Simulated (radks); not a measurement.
The numbers below are computed, except where a source is named.
Species: Hf IV. Configuration: [Xe] 4f12 6s2 6p1 (not the ground configuration). Level of theory: scalar-relativistic Kohn-Sham, r2SCAN, spin-polarised, spherical densities, finite nucleus; open shells are filled with parallel spins first (spin-orbit coupling, left out, can overturn this in heavy ions); meta-GGA in the generalised Kohn-Sham scheme; Fermi nuclear charge, rms radius 5.347 fm (a radial shooting solver on a logarithmic mesh with Libxc functionals). Some entries of the table are withheld. Estimate them.

orbital,occ.,eigenvalue (Ry),<1/r> (bohr^-1),<r^2> (bohr^2)
1s up,1,-4807.796,83.78,0.0004953
1s down,1,-4807.794,83.78,0.0004953
2s up,1,-827.7992,19.58,0.007641
2s down,1,-827.7979,19.58,0.007641
2p up,3,-727.2295,17.85,0.006287
2p down,3,-727.2269,17.85,0.006287
3s up,1,-192.9657,7.253,0.04969
3s down,1,-192.8544,7.256,0.04965
3p up,3,-162.7762,6.718,0.05037
3p down,3,-162.6642,6.721,0.05033
3d up,5,-126.9623,6.346,0.04193
3d down,5,-126.8764,6.348,0.04188
4s up,1,-42.91770,3.073,0.2460
4s down,1,-42.70702,3.071,0.2461
4p up,3,-32.92726,2.804,0.2788
4p down,3,-32.72086,2.802,0.2790
4d up,5,-19.95045,2.495,0.3254
4d down,5,-19.74615,2.493,0.3261
5s up,1,-8.65103,1.233,1.313
5s down,1,-8.56873,1.224,1.329
5p up,3,-6.04270,1.065,1.716
5p down,3,-5.98838,1.056,1.733
4f up,7,-5.58637,2.018,0.4782
4f down,5,-5.39026,2.009,0.4872
6s up,1,-2.44795,0.5003,(1)
6s down,1,-2.35658,0.5086,(2)
6p up,1,-1.83810,0.4328,9.555
6p down,0,-1.72643,0.4397,9.341

Answer. 
(1) 6s up <r^2> (bohr^2): 7.189
(2) 6s down <r^2> (bohr^2): 7.049
